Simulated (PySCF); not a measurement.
A GIAO shielding run with PySCF (density fitting, non-relativistic, gas phase) on SMILES C#C[Si@@H](O)C(=C)F, C4H5FOSi:

```
$ OMP_NUM_THREADS=1 python probes_run.py task.json out

{"job": {"kind": "nmr", "xc": "PBE0", "basis": "6-31G", "pop": true}, "charge": 0, "multiplicity": 1}
C      2.644477    -1.326210     0.082025
C      1.745262    -0.506261     0.102884
Si     0.382655     0.721545     0.106581
O      0.662862     1.867722    -1.060355
C     -1.223896    -0.216654    -0.169351
C     -2.278804    -0.194118     0.644751
F     -1.263510    -0.947328    -1.299814
H      3.437019    -2.053403     0.066702
H      0.281503     1.426165     1.407137
H      1.082833     1.563331    -1.870231
H     -2.246620     0.403687     1.557285
H     -3.184090    -0.766529     0.423091
```

Hardware: 1 thread of an Intel Xeon 6975P-C, shared host. The job also computes population analyses, field gradients.

Question: How large is the calculation?

Answer: 60 electrons, 77 basis functions and 714 auxiliary functions.

Question: How long does it take, and how much memory does it need?

Answer: 5.2 s of wall time, with 14 SCF cycles and 5 response iterations; peak memory 0.49 GiB. Times on a shared host scatter by some tens of per cent.

Question: And these other runs on the same molecule and hardware: GIAO shielding at B97-2/pcSseg-1; GIAO shielding at HF/pcSseg-1; GIAO shielding at KT2/pcSseg-1; GIAO shielding at KT3/pcSseg-1; GIAO shielding at LDA/pcSseg-1; GIAO shielding at PBE/pcSseg-1?

Answer: B97-2/pcSseg-1: 151 functions, 8.8 s; HF/pcSseg-1: 151 functions, 4.5 s; KT2/pcSseg-1: 151 functions, 14 s; KT3/pcSseg-1: 151 functions, 14 s; LDA/pcSseg-1: 151 functions, 11 s; PBE/pcSseg-1: 151 functions, 14 s.
